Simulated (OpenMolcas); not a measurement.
## Tm3+ in a point-charge field

Tm3+ among 6 point charges of -1.5 e arranged as a trigonal antiprism (D3d), 2.7 Å from the ion, with a polar angle of 56.4° against the regular 54.74°.
```
   0.0000    2.2483    1.4950  -1.50
  -1.9471   -1.1242    1.4950  -1.50
   1.9471   -1.1242    1.4950  -1.50
   0.0000   -2.2483   -1.4950  -1.50
   1.9471    1.1242   -1.4950  -1.50
  -1.9471    1.1242   -1.4950  -1.50
```

```
Program             : OpenMolcas 26.06
Method              : SS-CASPT2, IPEA 0.25 Eh, imaginary shift 0.1 Eh (closed shells correlated: 5s 5p)
Basis               : ANO-RCC-VDZP [7s6p4d2f1g]
Scalar Hamiltonian  : DKH2, point nucleus
Active space        : 12 electrons in 7 orbitals (4f)
State averaging     : 2S+1 = 3 even, 21 roots; 2S+1 = 1 even, 27 roots kept (CI in the orbitals of an earlier block)
Spin-orbit coupling : state interaction with AMFI integrals over the reference wave functions
```

The lowest spin-free states (labels of D3, the rotations of D3d), above the lowest:

| State | Degeneracy | E (cm-1) | Free-ion L (%) |
| --- | --- | --- | --- |
| 3E | 2 | 0 | H (100) |
| 3E | 2 | 190 | H (100) |
| 3A2 | 1 | 250 | H (100) |
| 3E | 2 | 340 | H (100) |
| 3E | 2 | 350 | H (100) |
| 3A1 | 1 | 400 | H (100) |
| 3A2 | 1 | 410 | H (100) |
| 3E | 2 | 6780 | F (100) |
| 3A2 | 1 | 6780 | F (100) |
| 3E | 2 | 6850 | F (100) |
| 3A2 | 1 | 6860 | F (100) |
| 3A1 | 1 | 6890 | F (100) |
| 1E | 2 | 9440 | G (100) |
| 1A1 | 1 | 9500 | G (100) |
| 1E | 2 | 9580 | G (100) |
| 1E | 2 | 9770 | G (100) |
| 1A2 | 1 | 9830 | G (100) |
| 1A1 | 1 | 9960 | G (100) |
| 1E | 2 | 25560 | D (100) |
| 1A1 | 1 | 25720 | D (100) |

The lowest levels with spin-orbit coupling:

```csv
E (cm-1),Degeneracy,Label,2S+1,J,|mJ| (%),g
0,1,A1,3,6.00,6 (96),
2,1,A2,3,6.00,6 (97),
160,2,E,3,6.00,5 (82),0.00 0.00 10.30
250,2,E,3,6.00,1 (50),0.00 0.00 5.28
260,1,A1,3,6.00,0 (57),
340,2,E,3,6.00,2 (81),0.00 0.00 5.58
350,1,A2,3,6.00,3 (97),
370,1,A1,3,6.00,3 (56),
370,2,E,3,6.00,4 (52),0.00 0.00 5.94
6220,2,E,3 (71 %),4.00,1 (58),0.00 0.00 4.92
6220,1,A1,3 (71 %),4.00,0 (74),
6300,2,E,3 (71 %),4.00,2 (56),0.00 0.00 0.25
6360,2,E,3 (72 %),4.00,2 (42),0.00 0.00 2.14
6390,1,A2,3 (72 %),4.00,3 (100),
6430,1,A1,3 (72 %),4.00,3 (74),
8450,2,E,3,5.00,5 (97),0.00 0.00 10.18
8620,2,E,3,5.00,4 (79),0.00 0.00 6.84
8660,1,A2,3,5.00,0 (61),
8710,1,A1,3,5.00,3 (100),
8740,2,E,3,5.00,2 (69),0.00 0.00 1.70
```

Powder χT (cm3 K/mol): 5.37 at 2 K, 5.98 at 10 K, 6.39 at 50 K, 6.72 at 100 K, 6.99 at 200 K, 7.07 at 300 K. The effective moment at 300 K is 2.828 √(χT) = 7.52 μB.

Hund's rules give f12 the level 3H6 with g = 1.167, so an isolated free-ion multiplet has χT = g² J(J+1) / 8 = 7.146 cm3 K/mol. The computed 7.075 at 300 K differs by -1 %, through the field's splitting, the mixing of terms and any other multiplet in reach.

Roots that are degenerate in the reference are averaged as groups; the widest CASPT2 spread within a group is 82 cm-1 (the 2-fold group of multiplicity 1 near 25600 cm-1 above the lowest state of its run). Shifts and gaps below about the spread of the groups concerned are not significant. Point charges carry no covalency, so the field is a model and not that of real ligands. The first state left out of the spin-orbit step lies near 83000 cm-1 above the lowest spin-free state of the reference (among the parities and spins computed), and the lists stop at four fifths of that energy or lower. No measured value stands beside these numbers.

With an even number of electrons the g values are those of a degenerate or nearly degenerate non-Kramers pair.
